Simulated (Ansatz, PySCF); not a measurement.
This PySCF input computes a SVWN5/def2-TZVPD energy:

```python
from pyscf import gto, scf, dft

mol = gto.M(
    atom='''
    C     0.49340060   -0.59685356    0.01157239
    C    -0.79925408   -0.33162174    0.07436030
    F    -1.72376420   -1.26740236    0.19996887
    F    -1.34397049    0.86328454    0.02315194
    Cl    1.68238799    0.63658921   -0.15211773
    H     0.84413723   -1.61410440    0.06231804
    ''',
    basis='def2-tzvpd',
    charge=0,
    spin=0,
    verbose=4,
)

mf = dft.RKS(mol, xc='svwn').density_fit(auxbasis='def2-universal-jkfit')
mf.grids.level = 3
mf.conv_tol = 1e-9
mf.max_cycle = 100
mf.max_memory = 1500
mf.kernel()
if not mf.converged:
    mf = mf.newton()
    mf.kernel(mf.make_rdm1())
mf.analyze()
```

Task: Write an input for the same energy in Ansatz (a first-principles code) and say what it gives.

Result: 
Ansatz 0.2 input:
```yaml
crystal:
  periodic: [false, false, false]
  atoms:
    - {symbol: C, position_ang: [0.49340060, -0.59685356, 0.01157239]}
    - {symbol: C, position_ang: [-0.79925408, -0.33162174, 0.07436030]}
    - {symbol: F, position_ang: [-1.72376420, -1.26740236, 0.19996887]}
    - {symbol: F, position_ang: [-1.34397049, 0.86328454, 0.02315194]}
    - {symbol: Cl, position_ang: [1.68238799, 0.63658921, -0.15211773]}
    - {symbol: H, position_ang: [0.84413723, -1.61410440, 0.06231804]}
basis:
  gaussian:
    orbitals: def2-TZVPD
hamiltonian:
  xc: {name: SVWN5}
output: {forces: true}
```
It gives -733.36976 Eh, and PySCF -733.36983 Eh, a difference of 0.07 mEh, from the treatment of integrals and grids.
